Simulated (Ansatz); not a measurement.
C$_{3}$H$_{2}$Se (`C#CC=[Se]`), relaxed with RKS PBE0-D4/def2-TZVP in Ansatz from a PBE-D4/def2-SVP geometry. The force threshold is 0.005 eV/Å; the program also tests the step.

Charge 0, multiplicity 1.

Start:

```xyz
6

C    -0.712   -1.351    0.463
C    -0.172   -0.289    0.152
C     0.440    0.931   -0.181
Se    1.175    1.299   -1.769
H    -1.182   -2.291    0.718
H     0.452    1.701    0.618
```

**Question.** By how much does the energy fall, and how many steps does the optimiser take? (Estimate.)

**Answer.** Ansatz gave: 5.23 kJ/mol, in 5 steps, 1 of them rejected.

**Question.** Which bonds change most? (An estimate is asked.)

**Answer.** Ansatz gave: C3–Se4 from 1.789 to 1.763 Å; C1–C2 from 1.231 to 1.207 Å; C3–H6 from 1.109 to 1.089 Å; C1–H5 from 1.082 to 1.065 Å.

**Question.** Give the relaxed structure. (Best estimate.)

**Answer.** The calculation gave: 
```xyz
6

C    -0.703   -1.333    0.457
C    -0.173   -0.293    0.151
C     0.435    0.922   -0.179
Se    1.160    1.286   -1.744
H    -1.166   -2.258    0.709
H     0.447    1.677    0.606
```
